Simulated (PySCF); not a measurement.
A structure optimised at GFN2-xTB (Å):
```
C 
C   1  1.3197
C   2  1.4953  1  124.62
C   3  1.5403  2  112.41  1   121.94
C   4  1.5249  3  112.05  2   170.54
C   4  1.5069  3  109.72  2   -65.29
O   6  1.1981  4  125.81  3  -134.52
H   1  1.0777  2  121.70  3    -0.47
H   1  1.0764  2  122.06  3   179.36
H   2  1.0831  1  120.13  3  -179.61
H   3  1.0918  2  110.19  1    -0.46
H   3  1.0938  2  108.78  1  -118.68
H   4  1.0986  3  108.19  2    49.79
H   5  1.0870  4  109.96  3   176.77
H   5  1.0872  4  110.83  3   -62.74
H   5  1.0875  4  110.11  3    57.76
H   6  1.1087  4  112.95  3    45.80
```
Z-matrix in Å and degrees, rows numbered from 1.

Charge 0, singlet.

Q: Read off the bonds between heavy atoms and their formal orders.

A: C1–C2 (double); C2–C3 (single); C3–C4 (single); C4–C5 (single); C4–C6 (single); C6–O7 (double). Hydrogens: H8, H9 on C1; H10 on C2; H11, H12 on C3; H13 on C4; H14, H15, H16 on C5; H17 on C6.

Q: Write the SMILES.

A: `C=CC[C@@H](C)C=O`, C6H10O, 2-methyl-4-pentenal. Among its features: aldehyde and C=C double bond.

Q: Name the point group.

A: C1 (no symmetry element, even within 0.4 Å).

Q: Describe the place of each heavy atom.

A: C1: terminal =CH2 carbon; C2: alkene CH carbon; C3: allylic carbon; C4: sp3 carbon next to a carbonyl; C5: methyl carbon; C6: aldehyde carbon; O7: aldehyde oxygen.

Q: What is the arrangement about C4?

A: It has 4 neighbours (C3, C5, C6, H13) and is distorted tetrahedral (angles from 105.9° to 112.0°).

Q: What is the arrangement about C5?

A: It has 4 neighbours (C4, H14, H15, H16) and is tetrahedral (angles from 108.1° to 110.8°).

These are computed values.
